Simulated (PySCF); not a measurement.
Numbering as in the mapped SMILES `[O:1]=[CH:2][c:3]1[cH:4][cH:5][cH:6][cH:7][c:8]1[F:9]`; H(Xn) means a hydrogen on atom n.

Single conformer, non-relativistic Hamiltonian, isolated molecule. NMR shieldings at HF/pcSseg-1/GIAO; PBE0-D3(BJ)/def2-SVP structure; J couplings at B3LYP/pcJ-1 (spin–dipole term only in couplings to heteroatoms); PySCF 2.14.

Question: Predict the 2D correlation tables (HSQC, COSY, HMBC).

Answer: 

HSQC (one-bond C–H):
```csv
δH,δC,"1J(C,H) (Hz)"
9.95 (H(C2)),189.2 (C2),187
8.81 (H(C4)),141.6 (C4),175
7.90 (H(C6)),146.9 (C6),169
7.44 (H(C5)),128.3 (C5),172
7.40 (H(C7)),120.2 (C7),172
```

COSY cross peaks (|J| ≥ 2 Hz):
```csv
δH,δH,abs. J (Hz),bonds
8.81 (H(C4)),7.44 (H(C5)),8.7,3
7.90 (H(C6)),7.44 (H(C5)),8.1,3
7.90 (H(C6)),7.40 (H(C7)),9.3,3
```

HMBC (two and three bonds, |J| ≥ 2.5 Hz):
```csv
δH,δC [abs. J in Hz]
9.95 (H(C2)),"141.6 (C4) [2.7], 126.2 (C3) [26.6]"
8.81 (H(C4)),"189.2 (C2) [4.5], 171.9 (C8) [10.0], 146.9 (C6) [10.3]"
7.90 (H(C6)),"171.9 (C8) [11.5], 141.6 (C4) [9.0]"
7.44 (H(C5)),"146.9 (C6) [2.7], 141.6 (C4) [2.5], 126.2 (C3) [7.9], 120.2 (C7) [8.3]"
7.40 (H(C7)),"171.9 (C8) [4.5], 128.3 (C5) [8.3], 126.2 (C3) [4.2]"
```

References, each an isolated molecule treated in the same way: TMS for 1H (σ = 31.69 ppm) and 13C (σ = 190.85 ppm).

Common functionals overestimate the size of one-bond C–F couplings by tens of Hz; these are unscaled. Unscaled 3J(H,H) at this level run about 10 % above measured values. Shifts are as computed. Against solution values, carbons near 30 ppm lie about -0 ppm off and those near 130 ppm about +7 ppm. Of 1211 compounds with measured shifts, 218 miss one by over three times the rms of a fit or turn the order of signals round; such compounds aren't used in these exercises.
